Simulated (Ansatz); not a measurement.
Cost and result for the atomization energy of C2H7AlN2Si (13 atoms, 14 bonds).

```xyz
13

C    -1.4065   -0.3257    1.7031
C    -0.5766   -0.3232    0.6682
N    -0.8283   -0.0780   -0.7014
Si    1.1615   -0.2061    0.0600
N     1.9029    1.1786    0.6967
Al    0.1388   -0.9809   -2.0683
H    -2.4800   -0.2144    1.5805
H    -1.0261   -0.4469    2.7093
H    -1.4631    0.6885   -0.8939
H     2.7425    1.5735    0.3066
H     1.5096    1.7325    1.4408
H     0.0027   -2.5563   -2.1661
H     0.3225   -0.0416   -3.3357
```

The species carries charge 0 and has multiplicity 1. The bonds changed during the relaxation, so this is another structure than the one it started from. Geometry: relaxed with PBE0-D4/def2-TZVP. It is one conformer, not always the lowest. Program: Ansatz. All runs use 4 threads of an Arm Neoverse V1 on a shared host. Times are those of one run each, without the atoms' runs, and a repeat can differ threefold. Electronic energies, without spin–orbit coupling; frozen cores. CCSD(T)/CBS adds CCSD(T) − MP2 in def2-TZVPP to the MP2 limit, and its time is that of the two runs behind it. T1 = 0.014. B3LYP takes the VWN-RPA correlation (the form of Gaussian; ORCA's B3LYP/G).

CCSD(T)/CBS is a level of theory with its own doubt, some kJ/mol a heavy atom from the limit and from the frozen cores, so smaller differences don't rank the functionals.

| level | functions | wall time |
| --- | --- | --- |
| PBE-D4/def2-TZVPP (with forces) | 306 | 4 s |
| PBE0-D4/def2-TZVPP | 306 | 5.5 s |
| r2SCAN-D4/def2-TZVPP (with forces) | 306 | 8 s |
| B3LYP-D4/def2-TZVPP (with forces) | 306 | 8.5 s |
| B2PLYP/def2-TZVPP | 306 | 10 s |
| ωB97X-V/def2-TZVPP | 306 | 13 s |
| ωB97M-V/def2-TZVPP (with forces) | 306 | 19 s |
| MP2/def2-QZVPP | 578 | 40 s |
| CCSD(T)/def2-TZVPP | 306 | 18 min |
| CCSD(T)/CBS(def2) | – | 18 min |

Q: What atomization energy does each give, and how far from CCSD(T)/CBS? (An estimate is asked.)

A: Computed: 
```
                             level  atomization (kcal/mol)  difference from CCSD(T)/CBS  per bond
   PBE-D4/def2-TZVPP (with forces)                  1145.6                         30.8       2.2
                PBE0-D4/def2-TZVPP                  1119.8                          5.0       0.4
r2SCAN-D4/def2-TZVPP (with forces)                  1118.1                          3.3       0.2
 B3LYP-D4/def2-TZVPP (with forces)                  1120.1                          5.3       0.4
                 B2PLYP/def2-TZVPP                  1103.3                        -11.5      -0.8
                ωB97X-V/def2-TZVPP                  1121.9                          7.1       0.5
  ωB97M-V/def2-TZVPP (with forces)                  1122.4                          7.6       0.5
                    MP2/def2-QZVPP                  1118.8                          4.0       0.3
                CCSD(T)/def2-TZVPP                  1079.4                        -35.4      -2.5
                 CCSD(T)/CBS(def2)                  1114.8                          0.0       0.0
```

In def2-TZVPP, CCSD(T) changes the Hartree–Fock value by +311.4 kcal/mol (the triples alone add +21.3 kcal/mol) and MP2 by +329.6 kcal/mol; breaking electron pairs costs correlation energy, which Hartree–Fock lacks. From PBE to PBE0 (25 % exact exchange), in def2-TZVPP and without D4, the atomization energy moves by −24.6 kcal/mol: exact exchange takes away binding that semilocal exchange gives to molecules. The D4 term adds +13.0 kcal/mol with B3LYP and +6.9 kcal/mol with PBE0; it sums over pairs of atoms, weighted by their polarisabilities, and B3LYP, whose exchange is more repulsive, gets the larger term.
